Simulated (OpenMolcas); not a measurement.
## Pt⁷⁺: effect of the IPEA shift

| Quantity | Value |
| --- | --- |
| Program | OpenMolcas |
| Basis | ANO-RCC-VTZP [8s7p5d3f1g] |
| Scalar Hamiltonian | DKH2, point nucleus |
| Active space | 9 electrons in 8 orbitals (RAS1 5p, at most 2 holes; RAS2 5d) |
| State averaging | 2S+1 = 4 even, 10 roots; 2S+1 = 2 even, 40 roots |
| Spin-orbit coupling | RASSI with atomic mean-field integrals over the reference wave functions, term energies averaged over their components |

Methods on the same reference wave functions:
A. RASSCF
B. MS-RASPT2, IPEA 0 Eh, imaginary shift 0.1 Eh (closed shells correlated: 5s)
C. MS-RASPT2, IPEA 0.25 Eh, imaginary shift 0.1 Eh (closed shells correlated: 5s)

Energies in cm-1 above 5d3 4F 3/2.

```csv
Level,A,B,C
5d3 4F 3/2 [74 %],0.0,0.0,0.0
5d3 4F 5/2,10535,10830,10760
5d3 4F 7/2 [74 %],18147,17910,17940
5d3 4P 1/2 [67 %],24379,22680,22930
5d3 2G 7/2 [72 %],34590,32890,33150
5d3 4P 5/2,36046,34660,34810
5d3 2H 9/2 [53 %],36503,34850,34980
5d3 2P 1/2 [67 %],43248,41150,41500
5d3 2H 11/2,48031,44810,45120
5d3 2D 5/2(1),50367,48070,48640
5d3 2F 5/2,56545,52380,52730
5d3 2F 7/2,58641,54370,54760
5d3 2P 3/2 [56 %],59595,57780,58080
5d3 2D 3/2(2),82749,78710,79090
5d3 2D 5/2(2) [73 %],84592,81520,81640
```

Between B and C the level of the table that moves most is 5d3 2D 5/2(1), by 570 cm-1 (lowest in B, highest in C). Moves below CASPT2's spread within the term are not significant.

From A to B the spin-free energies of the other terms of 5d3 shown, above 4F, scale by factors of 0.84 to 0.93, as is usual when dynamic correlation screens the repulsion within a d or f shell.

The lowest spin-free term lies below A's lowest term by 0.195 hartree in B, 0.191 hartree in C.

Term energies are means over components that CASPT2 splits; among the terms shown or strongly mixed into the levels shown the widest spread is 790 cm-1 (5d3 4F, C). Active for correlation alone: 5p; no level in the range computed is led by a configuration that opens it, so any true level of that kind is missing. Without dynamic correlation excited terms often stand tens of per cent too high (terms of higher spin than the ground term too low), and those without a measured partner can miss by more than the paired ones (holds for A). Only configurations of the active space appear. Levels that lie high or do not pair safely by name in every column are left out.

A share in square brackets marks a mixed level and gives the weight of the term that names it, the lowest over the columns. A number in round brackets counts repeated terms of one configuration in the order of the reference energies.
